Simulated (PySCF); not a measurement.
**ECD: `CC[C@@H]1CO[C@H](F)C1`, C₆H₁₁FO**

Molfile (atoms numbered from 1):
```
C6H11FO
     RDKit          3D

 19 19  0  0  0  0  0  0  0  0999 V2000
    2.4233    0.0091   -0.2453 C   0  0  0  0  0  0  0  0  0  0  0  0
    1.2247   -0.5848    0.4851 C   0  0  0  0  0  0  0  0  0  0  0  0
    0.0017    0.3245    0.4155 C   0  0  2  0  0  0  0  0  0  0  0  0
   -1.1878   -0.2095    1.2308 C   0  0  0  0  0  0  0  0  0  0  0  0
   -2.3454    0.3064    0.5872 O   0  0  0  0  0  0  0  0  0  0  0  0
   -2.1120    0.2714   -0.7619 C   0  0  2  0  0  0  0  0  0  0  0  0
   -2.4910   -0.9685   -1.2723 F   0  0  0  0  0  0  0  0  0  0  0  0
   -0.6046    0.4551   -0.9937 C   0  0  0  0  0  0  0  0  0  0  0  0
    2.2029    0.1529   -1.3000 H   0  0  0  0  0  0  0  0  0  0  0  0
    3.2813   -0.6529   -0.1614 H   0  0  0  0  0  0  0  0  0  0  0  0
    2.6912    0.9723    0.1827 H   0  0  0  0  0  0  0  0  0  0  0  0
    1.4840   -0.7415    1.5347 H   0  0  0  0  0  0  0  0  0  0  0  0
    0.9768   -1.5577    0.0551 H   0  0  0  0  0  0  0  0  0  0  0  0
    0.2701    1.3167    0.7894 H   0  0  0  0  0  0  0  0  0  0  0  0
   -1.2087    0.1360    2.2633 H   0  0  0  0  0  0  0  0  0  0  0  0
   -1.2074   -1.3066    1.2107 H   0  0  0  0  0  0  0  0  0  0  0  0
   -2.7615    0.9975   -1.2625 H   0  0  0  0  0  0  0  0  0  0  0  0
   -0.3964    1.4210   -1.4473 H   0  0  0  0  0  0  0  0  0  0  0  0
   -0.2509   -0.3323   -1.6581 H   0  0  0  0  0  0  0  0  0  0  0  0
  1  2  1  0
  2  3  1  0
  3  4  1  0
  4  5  1  0
  5  6  1  0
  6  7  1  0
  6  8  1  0
  8  3  1  0
  1  9  1  0
  1 10  1  0
  1 11  1  0
  2 12  1  0
  2 13  1  0
  3 14  1  1
  4 15  1  0
  4 16  1  0
  6 17  1  6
  8 18  1  0
  8 19  1  0
M  END
```

The calculation used PySCF, TDDFT B3LYP/def2-SVPD circular dichroism and optical rotation, one conformer, gas phase. Geometry: GFN2-xTB.

The molecule is flexible and this is one conformer; a measurement averages over conformers. States above about 8.0 eV (minus the energy of the highest occupied orbital) lie near or above the ionisation threshold and depend on the basis.

**Question.** What are the CIP labels of the stereocentres?

**Answer.** C3 S, C6 R.

**Question.** Which excitations and rotatory strengths does the calculation give?

**Answer.** Rotatory strengths R in 10⁻⁴⁰ esu² cm², velocity form and length form (origin at the centre of mass); f in length form.
| state | E (eV) | λ (nm) | f | R (velocity) | R (length) | main |
| --- | --- | --- | --- | --- | --- | --- |
| 1 | 7.48 | 166 | 0.007 | +0.6 | +0.4 | HOMO→LUMO 0.90 |
| 2 | 8.04 | 154 | 0.011 | +4.8 | +5.3 | HOMO→LUMO+1 0.82, HOMO→LUMO+2 0.08 |
| 3 | 8.14 | 152 | 0.017 | -14.0 | -12.3 | HOMO→LUMO+2 0.86 |
| 4 | 8.22 | 151 | 0.002 | -6.4 | -6.2 | HOMO−1→LUMO 0.92 |
| 5 | 8.30 | 149 | 0.014 | -19.9 | -20.0 | HOMO→LUMO+3 0.95 |
| 6 | 8.60 | 144 | 0.006 | -6.0 | -5.2 | HOMO−2→LUMO 0.96 |
| 7 | 8.71 | 142 | 0.015 | -25.3 | -24.9 | HOMO−1→LUMO+1 0.74, HOMO−4→LUMO 0.18 |
| 8 | 8.74 | 142 | 0.021 | +22.3 | +23.6 | HOMO→LUMO+4 0.91 |
| 9 | 8.84 | 140 | 0.012 | +4.8 | +4.8 | HOMO−3→LUMO 0.94 |
| 10 | 8.89 | 139 | 0.005 | -14.8 | -15.2 | HOMO−1→LUMO+2 0.74, HOMO−4→LUMO 0.13 |
| 11 | 8.95 | 139 | 0.041 | +21.9 | +20.6 | HOMO−4→LUMO 0.42, HOMO−1→LUMO+2 0.19 |
| 12 | 9.03 | 137 | 0.0003 | +2.0 | +1.7 | HOMO−1→LUMO+3 0.71, HOMO−4→LUMO 0.22 |

Among the states computed, the strongest CD band (largest |R|) is state 7. The largest dissymmetry factor in size, g = 4R/(D+G), with D and G the electric and magnetic dipole strengths, is +0.056 for state 12 (velocity form, f = 0.0005), among bands with |R| over 0.5. The mirror image has the same energies and oscillator strengths and all R with the opposite sign.
